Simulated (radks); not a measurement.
Species: the mercury ion Hg5+. Configuration: [Xe] 4f14 5d7. Method: scalar-relativistic Kohn-Sham, BLYP, spin-unpolarised, spherical densities, point nucleus; computed with a radial shooting solver on a logarithmic mesh with Libxc functionals. Some entries of the table are withheld. Estimate them.

orbital,occ.,eigenvalue (hartree),<1/r> (bohr^-1),<r^2> (bohr^2)
1s,2,-3059.959,97.67,0.0003805
2s,2,-544.4224,22.91,0.005792
2p,6,(1),20.28,0.004897
3s,2,-131.1220,8.490,0.03732
3p,6,-109.5538,7.721,0.03848
3d,10,-86.88563,7.260,0.03187
4s,2,-30.79564,3.645,0.1798
4p,6,-23.72536,(2),0.2056
4d,10,-15.34482,2.948,0.2326
5s,2,-6.82957,1.519,0.8937
4f,14,-6.05116,2.537,(3)
5p,6,-4.89241,1.305,1.166
5d,7,-2.67170,0.9969,1.934

Answer. 
(1) 2p eigenvalue (hartree): -469.7482
(2) 4p <1/r> (bohr^-1): 3.285
(3) 4f <r^2> (bohr^2): 0.2792
